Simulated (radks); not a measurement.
Q: The table gives one normalised radial function P(r) = r R(r) (large component) of O3+ in [He] 2s2 2p0.5 3d0.5 (r in bohr). Calculated with a radial shooting solver on a logarithmic mesh with Libxc functionals: Dirac Kohn-Sham, HCTH/407, spin-unpolarised, spherical densities, point nucleus; open shells are shared between the two j in proportion to 2j + 1.

r          P
0.01249   0.1353
0.01575   0.1661
0.01986   0.2025
0.02504   0.2445
0.03158   0.2918
0.03983   0.3431
0.04983   0.3938
0.06284   0.4427
0.07925   0.4808
0.09995   0.4975
0.126     0.4795
0.159     0.4119
0.1989    0.2867
0.2508    0.0878
0.3163   -0.1752
0.3989   -0.4772
0.503    -0.7723
0.6344   -0.9958
0.7936   -1.0786
1.001    -0.9946
1.262    -0.7653
1.592    -0.4815
2.007    -0.2409
2.511    -0.0942
3.167    -0.0252
3.994    -0.0044
5.037    -0.0004
6.353    0.0000
8.012    0.0000

Which n and l does it have? It may be an empty orbital.

A: n = 2, l = 0: the number of nodes gives n - l - 1 = 1, the rise at small r points to l (this Dirac orbital starts as r^gamma with gamma = sqrt((l + 1)^2 - (Z/c)^2) = 1.00; the j = 1/2 orbital of l + 1 starts with the same power, but with a smaller coefficient, and then steepens), and the extent must fit the shell. The curve is that of 2s1/2. 2s1/2: eigenvalue -85.510 eV, 1 radial node at r = 0.273 bohr, <r> = 0.957 bohr, 90 % of the charge inside 1.48 bohr.
